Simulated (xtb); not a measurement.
B(H)(F)(OEt) (C2H6BFO), SMILES CCOBF. All values are semi-empirical tight-binding results from xtb (GFN2-xTB unless named), good for trends rather than for accurate numbers. The structure is a stationary point at GFN2-xTB. This is a generated structure with no PubChem entry under its InChIKey; it may be hypothetical. One conformer was computed; it need not be the lowest.

Task: Estimate the properties. (Estimate from the structure and the level; the computed values follow.)

Result: 
* **orbital gap**: 6.91 eV
* **dipole moment**: 2.07 D
* **zero-point energy**: 53.0 kcal/mol
* **G − E(el) at 298.15 K (modified RRHO)**: 34.5 kcal/mol
* **static polarisability (D4 model)**: 45.8 bohr³
* **solvation energy, GFN2-xTB/ALPB(water)**: -2.2 kcal/mol
* **solvation energy, GFN2-xTB/ALPB(dmso)**: -4.9 kcal/mol

Task: Give the IR lines (harmonic; lines under 4 % of the strongest left out, lines within 3 cm⁻¹ merged). (The exact figures need the calculation; the answer reports its results.)

Result: ν (cm⁻¹): 585 (w), 758 (m), 1013 (w), 1043 (w), 1092 (w), 1131 (m), 1156 (w), 1250 (w), 1323 (m), 1370 (vs), 1401 (w), 2666 (m), 2930 (w), 2940 (w), 3043 (w), 3048 (w) (against the strongest line: vs over 80 %, s over 45 %, m over 15 %, w over 4 %, vw less)
